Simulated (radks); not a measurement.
Task: The mean radii <r> (bohr) of the occupied orbitals of an atom or ion are listed with their occupations. Method: Dirac Kohn-Sham, PBEsol, spin-unpolarised, spherical densities, finite nucleus; Fermi nuclear charge, rms radius of each element as measured or else 0.836 A^(1/3) + 0.57 fm; computed with a radial shooting solver on a logarithmic mesh with Libxc functionals.

| orbital | occ. | <r> |
|---|---|---|
| 1s1/2 | 2 | 0.06360 |
| 2s1/2 | 2 | 0.2932 |
| 2p1/2 | 2 | 0.2581 |
| 2p3/2 | 4 | 0.2610 |
| 3s1/2 | 2 | 0.8887 |
| 3p1/2 | 2 | 0.9333 |
| 3p3/2 | 4 | 0.9413 |
| 3d3/2 | 1.2 | 1.104 |
| 3d5/2 | 1.8 | 1.107 |
| 7f5/2 | 0.428571 | 21.28 |
| 7f7/2 | 0.571429 | 21.28 |

Name the element and its charge. Open shells, if any, are shared by 2j + 1.

Result: Z = 24, chromium, charge +2: Cr2+ in [Ar] 3d3 7f1. The 1s radius gives Z: for a bare nucleus <r> = (2 gamma + 1)/(2Z) with gamma = sqrt(1 - (Z/c)^2), 0.06186 bohr for Z = 24, and screening makes it slightly larger (0.06360 here). The occupations add up to 22, and the charge is Z minus that.
